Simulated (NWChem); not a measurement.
System: CH4AlF2N; SMILES C[NH][Al]([F])[F]

```xyz
9

Al     0.0134    -0.5495     0.0000
F      0.9971    -1.8976     0.0000
F     -1.6443    -0.7519     0.0000
N      0.7041     1.0766     0.0000
C     -0.0183     2.3403     0.0000
H      1.7205     1.1952     0.0000
H      0.2032     2.9624    -0.8974
H      0.2032     2.9624     0.8974
H     -1.1108     2.1517     0.0000
```
Atoms are numbered in this order, from 1.

Results from NWChem. Pople sets run with spherical d functions. Geometry: optimised at PBE-D3(BJ)/def2-SVP. B3LYP is NWChem's, with the RPA form of VWN correlation. Atomic charges in e: unrestrained fits to the electrostatic potential beside Mulliken populations; buried atoms are poorly determined by the fit.

For level B3LYP/def2-SVP:

| Property | Result |
|---|---|
| ESP Al1 | 1.19 |
| Mulliken Al1 | 0.98 |
| Mulliken F2 | -0.40 |
| Mulliken F3 | -0.40 |
| ESP N4 | -0.85 |
| Mulliken N4 | -0.47 |
| Mulliken C5 | 0.11 |

Task: What are these values for level Hartree-Fock/6-31G*?

Result: 
| Quantity | Value |
|---|---|
| ESP Al1 | 1.41 |
| Mulliken Al1 | 1.52 |
| Mulliken F2 | -0.60 |
| Mulliken F3 | -0.60 |
| ESP N4 | -1.02 |
| Mulliken N4 | -0.93 |
| Mulliken C5 | -0.26 |
